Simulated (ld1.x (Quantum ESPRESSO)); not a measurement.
tin (Sn): one change to a TM semilocal potential, before and after

- Element: tin (Sn)
- Generator: ld1.x (Quantum ESPRESSO) 7.5
- Type: norm-conserving Troullier–Martins (semilocal form)
- Functional: PBEsol
- Relativity: scalar-relativistic
- Frozen core: [Kr] 4d10
- Valence charge: 4
- Reference configuration: 5s2 5p0 (charge +2)
- Partial waves: 5s (bound): rc 1.70 bohr; 5p (bound, empty): rc 1.80 bohr
- Local potential: the p channel
- Core correction: none

Change: wave 5p (bound): rc 1.80 bohr becomes 5p (bound): rc 1.34 bohr.

Cutoffs: the cutoffs (Ry, on a coarse ladder) from which the occupation-weighted sum of valence levels, in a spherical-Bessel basis at the reference potential, stays within 10 and 1 mRy of its value at 400 Ry; they do not see the model core or the augmentation charge, which bear on the density cutoff. Errors are all-electron minus pseudo energies relative to the spin-unpolarised reference configuration.

Q: How do hardness, ghosts and transferability respond?

A: The potential gets neither clearly harder nor softer (25 Ry and 55 Ry → 25 Ry and 55 Ry); a bound ghost appears in p, which as a rule spoils a file; the number of tests that count goes from 7 to 3; of the 3 tests that both files solve, the error grows in 2 and shrinks in 0 by more than 15 % and 0.3 meV (median size 60.8 → 6962.3 meV). A semilocal file is local in each channel, so a ghost entry of none says nothing of the separable form that plane-wave codes build from it.

| quantity | base | changed |
| --- | --- | --- |
| cutoff, loose | 25 Ry | 25 Ry |
| cutoff, tight | 55 Ry | 55 Ry |
| bound ghosts | none | p (extra level of the local part) |
| tests counted (converged, no solver errors) | 7 of 7 | 3 of 7 |
| error for 5s2 5p2, meV [ΔE -20.87 eV] | +61 | -11781 |
| error for 5s1 5p0, meV [ΔE 31.01 eV] | +92 | +92 |
| error for 5s2 5p1.5, meV [ΔE -18.24 eV] | +43 | -6962 |

Base: ld1.x printed “convergence not achieved” for 6 of the counted tests; their residual had stalled under 1e-8, short of the target of 1e-14. Changed file: The cutoffs count occupied waves only; the empty 5p level needs 80 Ry at the loose tolerance. Tests not counted: 5s2 5p1 (pseudo-atom not self-consistent, printed error +794 meV); 5s2 5p2.3 (pseudo-atom not self-consistent, printed error -53.0 eV); 5s0 5p4 (solver errors, printed error -56.8 eV); 5s1 5p2 (pseudo-atom not self-consistent, printed error -377 meV). These tests converged, but a pseudo level misses the all-electron one widely, so the file describes the atom poorly there or has found another state: 5s2 5p2: 5s by 15.6 eV (a node warning on the way); 5s1 5p0: empty 5p by 3.0 eV; 5s2 5p1.5: 5s by 12.1 eV. ld1.x printed “convergence not achieved” for 3 of the counted tests; their residual had stalled under 1e-8, short of the target of 1e-14. A true bound ghost makes a file unfit for plane-wave use even where its test errors are small: the radial tests pick states by their node count and pass the ghost by. Where a test does run into it, the solver fails or the error is huge.
